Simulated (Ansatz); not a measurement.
`C[SiH2][SiH](F)Cl` → `[CH2]` (triplet) + `F[SiH]([SiH3])Cl`  (formal loss of a carbene)

Program: Ansatz. Geometries: PBE0-D4/def2-TZVP. ΔE: electronic, gas phase. CCSD(T)/CBS is the MP2 limit (def2-TZVPP, def2-QZVPP) plus CCSD(T) − MP2 in def2-TZVPP, frozen cores. This one scheme is used for every species. DFT in def2-TZVPP. Triplets are unrestricted, without spin–orbit coupling. One conformer a species, not always the lowest.

| level | ΔE (kcal/mol) |
| --- | --- |
| PBE0 | 112.4 |
| MP2/def2-QZVPP | 116.6 |

Problem. What does CCSD(T)/CBS give? (An estimate is asked.)

Solution. Ansatz gave: +114.2 kcal/mol. The listed levels differ from it by -1.8, 2.4 kcal/mol.

Largest T1 diagnostic among the species: 0.012.

The D4 term adds +2.7 kcal/mol with B3LYP and +1.5 kcal/mol with PBE0; it sums over pairs of atoms, weighted by their polarisabilities, and B3LYP, whose exchange is more repulsive, gets the larger term. In def2-TZVPP, CCSD(T) changes the Hartree–Fock value by +33.3 kcal/mol (the triples alone add +2.8 kcal/mol) and MP2 by +37.0 kcal/mol.

B3LYP here is the variant with VWN-RPA as its local correlation; programs differ in this.
